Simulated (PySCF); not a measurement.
2-hydroxy-3H-oxaborole (C3H5BO2), SMILES OB1CC=CO1.

The structure is a stationary point at PBE0-D3(BJ)/def2-SVP. One conformer was computed; it need not be the lowest.

All values below come from PySCF with PBE0-D3(BJ)/def2-SVP.

Harmonic, unscaled wavenumbers; measured fundamentals usually lie a few per cent lower.

Computed normal modes with their intensities:
```json
[
 {"mode": "1", "ν (cm⁻¹)": "177", "IR (km/mol)": "0.1", "moving atoms (share of kinetic energy)": "O 42 %, C 28 %, H 25 %"},
 {"mode": "2", "ν (cm⁻¹)": "369", "IR (km/mol)": "7.2", "moving atoms (share of kinetic energy)": "O 49 %, H 21 %, C 20 %, B 10 %"},
 {"mode": "3", "ν (cm⁻¹)": "373", "IR (km/mol)": "0.6", "moving atoms (share of kinetic energy)": "H 58 %, B 19 %, C 17 %"},
 {"mode": "4", "ν (cm⁻¹)": "502", "IR (km/mol)": "112.8", "moving atoms (share of kinetic energy)": "H 58 %, C 21 %, O 14 %"},
 {"mode": "5", "ν (cm⁻¹)": "539", "IR (km/mol)": "16.8", "moving atoms (share of kinetic energy)": "H 61 %, O 15 %, B 15 %, C 9 %"},
 {"mode": "6", "ν (cm⁻¹)": "579", "IR (km/mol)": "2.1", "moving atoms (share of kinetic energy)": "O 53 %, C 32 %, B 11 %"},
 {"mode": "7", "ν (cm⁻¹)": "738", "IR (km/mol)": "46.7", "moving atoms (share of kinetic energy)": "H 77 %, C 17 %"},
 {"mode": "8", "ν (cm⁻¹)": "786", "IR (km/mol)": "3.9", "moving atoms (share of kinetic energy)": "O 41 %, C 35 %, H 18 %"},
 {"mode": "9", "ν (cm⁻¹)": "840", "IR (km/mol)": "0.7", "moving atoms (share of kinetic energy)": "C 71 %, O 15 %, H 13 %"},
 {"mode": "10", "ν (cm⁻¹)": "860", "IR (km/mol)": "7.9", "moving atoms (share of kinetic energy)": "H 33 %, C 32 %, B 31 %"},
 {"mode": "11", "ν (cm⁻¹)": "941", "IR (km/mol)": "1.8", "moving atoms (share of kinetic energy)": "H 72 %, C 27 %"},
 {"mode": "12", "ν (cm⁻¹)": "958", "IR (km/mol)": "154.0", "moving atoms (share of kinetic energy)": "H 73 %, O 19 %"},
 {"mode": "13", "ν (cm⁻¹)": "975", "IR (km/mol)": "18.9", "moving atoms (share of kinetic energy)": "H 60 %, C 38 %"},
 {"mode": "14", "ν (cm⁻¹)": "1091", "IR (km/mol)": "57.6", "moving atoms (share of kinetic energy)": "H 46 %, C 34 %, O 20 %"},
 {"mode": "15", "ν (cm⁻¹)": "1104", "IR (km/mol)": "11.7", "moving atoms (share of kinetic energy)": "H 85 %, C 11 %"},
 {"mode": "16", "ν (cm⁻¹)": "1180", "IR (km/mol)": "30.4", "moving atoms (share of kinetic energy)": "H 51 %, C 27 %, B 13 %, O 8 %"},
 {"mode": "17", "ν (cm⁻¹)": "1207", "IR (km/mol)": "130.1", "moving atoms (share of kinetic energy)": "H 49 %, O 26 %, C 24 %"},
 {"mode": "18", "ν (cm⁻¹)": "1273", "IR (km/mol)": "81.2", "moving atoms (share of kinetic energy)": "C 34 %, B 32 %, H 19 %, O 14 %"},
 {"mode": "19", "ν (cm⁻¹)": "1378", "IR (km/mol)": "25.4", "moving atoms (share of kinetic energy)": "H 71 %, C 12 %, B 11 %"},
 {"mode": "20", "ν (cm⁻¹)": "1394", "IR (km/mol)": "43.9", "moving atoms (share of kinetic energy)": "H 63 %, C 26 %"},
 {"mode": "21", "ν (cm⁻¹)": "1510", "IR (km/mol)": "400.6", "moving atoms (share of kinetic energy)": "B 72 %, O 19 %"},
 {"mode": "22", "ν (cm⁻¹)": "1703", "IR (km/mol)": "39.9", "moving atoms (share of kinetic energy)": "C 90 %, H 9 %"},
 {"mode": "23", "ν (cm⁻¹)": "3052", "IR (km/mol)": "10.3", "moving atoms (share of kinetic energy)": "H 94 %"},
 {"mode": "24", "ν (cm⁻¹)": "3094", "IR (km/mol)": "4.7", "moving atoms (share of kinetic energy)": "H 91 %, C 9 %"},
 {"mode": "25", "ν (cm⁻¹)": "3240", "IR (km/mol)": "0.1", "moving atoms (share of kinetic energy)": "H 92 %, C 8 %"},
 {"mode": "26", "ν (cm⁻¹)": "3265", "IR (km/mol)": "9.7", "moving atoms (share of kinetic energy)": "H 90 %, C 10 %"},
 {"mode": "27", "ν (cm⁻¹)": "3945", "IR (km/mol)": "109.1", "moving atoms (share of kinetic energy)": "H 94 %"}
]
```
